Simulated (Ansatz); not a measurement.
Basis-set extrapolation for CH₃AlF₂O (`O[C](F)(F)[AlH2]`) (PBE0-D4/def2-TZVP geometry, frozen core, the Gaussian-basis code of Ansatz). Multiplicity 1, RHF reference.

```json
{"": "HF", "def2-TZVPP": "-555.402070", "def2-QZVPP": "-555.422883"}
{"": "MP2 correlation", "def2-TZVPP": "-0.974505", "def2-QZVPP": "-1.060156"}
{"": "CCSD(T) correlation", "def2-TZVPP": "-1.029080", "def2-QZVPP": "not run"}
```

Energies in hartree. Use E(X) = E(∞) + A·exp(−7.88·√X) for Hartree–Fock and E(X) = E(∞) + B·X^(−2.97) for correlation, with X = 3 and 4, and add CCSD(T) minus MP2 of the smaller set to the MP2 limit.

Question: What is the CCSD(T) energy at the basis-set limit?

Answer: HF limit: -555.422883 + (-0.020813) × 0.13774 = -555.42575. MP2 limit: -1.060156 + (-0.085651) × 0.74074 = -1.12360. Higher-order term: -1.029080 − (-0.974505) = -0.05458. Total: -556.60393 hartree, 453.6 kJ/mol below CCSD(T)/def2-TZVPP.
